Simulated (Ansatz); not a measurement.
C₂H₈B₂OSi, SMILES `B/C(O)=C(/B)[SiH3]` from Hartree–Fock to CCSD(T)

Z-matrix (Å, degrees):
```
Si
C 1 1.876
H 1 1.484 2 112.2
H 1 1.484 2 112.2 3 124.9
H 1 1.491 2 106.0 3 -117.6
B 2 1.528 1 111.6 3 117.6
C 2 1.354 1 123.2 3 -62.4
H 6 1.198 2 120.6 1 -87.4
H 6 1.198 2 120.6 1 87.4
O 7 1.374 2 116.1 1 180.0
B 7 1.529 2 123.6 1 -0.0
H 10 0.961 7 108.8 2 180.0
H 11 1.194 7 120.0 2 0.0
H 11 1.200 7 120.5 2 -180.0
```

Total charge 0; spin multiplicity 1. Geometry: relaxed with PBE0-D4/def2-TZVP. It is one conformer, not always the lowest. Frozen core, restricted reference, Ansatz 0.2.0. CBS rows extrapolate triple and quadruple zeta; past MP2 they add the triple-zeta difference.

```
     basis     HF (Eh)  MP2 corr.  CCSD corr.       (T)  CCSD(T) total
def2-TZVPP  -493.58562   -0.88142    -0.93953  -0.04001     -494.56516
def2-QZVPP  -493.60408   -0.94272           –         –              –
 CBS(def2)  -493.60663   -0.98813    -1.04624     as TZ     -494.69288
```
